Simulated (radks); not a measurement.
The numbers below are computed, except where a source is named.
Problem. The mean radii <r> (bohr) of the occupied orbitals of an atom or ion are listed with their occupations. Level of theory: Dirac Kohn-Sham, PBE, spin-unpolarised, spherical densities, finite nucleus; Fermi nuclear charge, rms radius of each element as measured or else 0.836 A^(1/3) + 0.57 fm (a radial shooting solver on a logarithmic mesh with Libxc functionals).

| orbital | occ. | <r> |
|---|---|---|
| 1s1/2 | 2 | 0.02151 |
| 2s1/2 | 2 | 0.09096 |
| 2p1/2 | 2 | 0.07590 |
| 2p3/2 | 4 | 0.08284 |
| 3s1/2 | 2 | 0.2389 |
| 3p1/2 | 2 | 0.2286 |
| 3p3/2 | 4 | 0.2418 |
| 3d3/2 | 4 | 0.2141 |
| 3d5/2 | 6 | 0.2182 |
| 4s1/2 | 2 | 0.5382 |
| 4p1/2 | 2 | 0.5484 |
| 4p3/2 | 4 | 0.5772 |
| 4d3/2 | 4 | 0.6052 |
| 4d5/2 | 6 | 0.6149 |
| 5s1/2 | 2 | 1.179 |
| 5p1/2 | 0.666667 | 1.256 |
| 4f5/2 | 2.57143 | 0.7053 |
| 4f7/2 | 3.42857 | 0.7108 |
| 5p3/2 | 1.33333 | 1.311 |

Name the element and its charge. Open shells, if any, are shared by 2j + 1.

Solution. Z = 65, terbium, charge +9: Tb9+ in [Kr] 4d10 4f6 5s2 5p2. The 1s radius gives Z: for a bare nucleus <r> = (2 gamma + 1)/(2Z) with gamma = sqrt(1 - (Z/c)^2), 0.02124 bohr for Z = 65, and screening makes it slightly larger (0.02151 here). The occupations add up to 56, and the charge is Z minus that.
